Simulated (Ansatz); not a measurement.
Two isomers of CH5FO2Si: A = `C[Si](O)(O)F`, B = `OC(O)(F)[SiH3]`.

Isolated molecules relaxed with PBE0-D4/def2-TZVP in Ansatz; ΔE leaves out vibrations. CCSD(T)/CBS adds triple-zeta CCSD(T) − MP2 to the extrapolated MP2 energy (def2 sets, frozen cores). This one scheme is used for every species. DFT in def2-TZVPP. B3LYP here is the variant with VWN-RPA as its local correlation; programs differ in this. Each species was taken in one conformer, which may not be the lowest.

A:

```xyz
10

C     1.1789    0.7242    0.1679
Si   -0.4550   -0.0748   -0.1029
O    -0.5193   -0.6016   -1.6393
O    -0.7729   -1.3423    0.8808
F    -1.5994    1.0114    0.1699
H     1.3356    1.5299   -0.5524
H     1.9838   -0.0035    0.0482
H     1.2448    1.1480    1.1723
H    -1.2070   -1.2283   -1.8687
H    -1.1896   -1.1630    1.7242
```

B:

Z-matrix (Å, degrees):
```
C
O 1 1.392
F 1 1.375 2 103.2
O 1 1.373 2 111.9 3 -117.6
Si 1 1.928 2 113.8 3 118.1
H 2 0.963 1 107.8 3 176.5
H 4 0.968 1 107.7 2 51.9
H 5 1.482 1 107.7 2 -61.2
H 5 1.482 1 110.3 2 177.4
H 5 1.487 1 107.2 2 57.1
```

(1) Which isomer does CCSD(T)/CBS put lower? Give the gap. (An estimate is asked.)

(2) Give E(B) − E(A) in kcal/mol with r2SCAN-D4, B3LYP, PBE-D4, B3LYP-D4, CCSD/def2-TZVPP, B2PLYP, MP2/def2-TZVPP. (Best estimate.)

Largest T1 diagnostic: 0.013.

Results:

(1) The calculation gave: A, by 138.9 kcal/mol.

(2) Computed: r2SCAN-D4 134.9, B3LYP 133.8, PBE-D4 126.4, B3LYP-D4 134.1, CCSD/def2-TZVPP 137.7, B2PLYP 137.3, MP2/def2-TZVPP 142.1. None reverses the order clearly.

From PBE to PBE0 (25 % exact exchange), in def2-TZVPP and without D4, E(B) − E(A) moves by +4.8 kcal/mol.
